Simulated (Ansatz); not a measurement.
Gas-phase electronic energies from Ansatz, PBE0-D4/def2-TZVP geometries. CCSD(T)/CBS is the MP2 limit (def2-TZVPP, def2-QZVPP) plus CCSD(T) − MP2 in def2-TZVPP, frozen cores. DFT in def2-TZVPP. Elements past krypton have def2 core potentials. For In outer-core shells are correlated without core-valence functions, which leaves a few kJ/mol of doubt a bond. Each species was taken in one conformer, which may not be the lowest.

Reaction (redistribution): `NBO[SiH2]Cl` + `[NH2][InH][Cl]` → `NBO[SiH3]` + `[NH2][In]([Cl])[Cl]`

```csv
level,ΔE (kJ/mol)
BHLYP-D4,0.8
PBE0,4.9
```

(1) What does CCSD(T)/CBS give? (An estimate is asked.)

Largest T1 diagnostic among the species: 0.014.

Answers

(1) Computed: +2.1 kJ/mol. The listed levels differ from it by -1.3, 2.8 kJ/mol.

At CCSD(T), def2-SVP lies −14.7 kJ/mol from the extrapolated value and def2-TZVPP −0.0 kJ/mol. In def2-TZVPP, CCSD(T) changes the Hartree–Fock value by +10.1 kJ/mol (the triples alone add +0.1 kJ/mol) and MP2 by +11.2 kJ/mol.
